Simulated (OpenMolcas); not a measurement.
Computed levels of 3s² 3p in ions with 13 electrons, in cm-1 above ²P°_1/2.

| Item | Value |
| --- | --- |
| Program | OpenMolcas |
| Method | RASSCF |
| Basis | ANO-RCC-VQZP |
| Scalar Hamiltonian | DKH2, point nucleus |
| Spin-orbit coupling | state interaction with AMFI integrals over the reference wave functions, term energies averaged over their components |

Active space for each ion: 1 electron in 9 orbitals (RAS2 3p; RAS3 3d 4s, at most 1 electron).

| Level | Al | P2+ | S3+ | Cl4+ | Ar5+ |
| --- | --- | --- | --- | --- | --- |
| ²P°_3/2 | 93.0 | 494 | 860 | 1370 | 2056 |

Estimate ²P°_3/2 for Si+ from its neighbours Al and P2+.

²P°_3/2 is fine structure, which grows about as the fourth power of a screened charge, so the fourth roots are averaged: ((93^0.25 + 494^0.25) / 2)^4 = 234. The calculation gives 252, so the estimate is off by -7.1 %; the measured value is 287 (NIST Handbook of Basic Atomic Spectroscopic Data).

With one active electron the reference holds no correlation, so core polarisation is missing. No level of 3s² 3d was computed, though it lies in the active space (holds for Al). Computed and measured levels are paired by configuration, term and J; levels that our copy of the source lacks, or whose pairing is in doubt (as where it misses far off the trend of its configuration), stay unpaired and out of the deviations. Only configurations of the active space appear.

° marks odd parity.
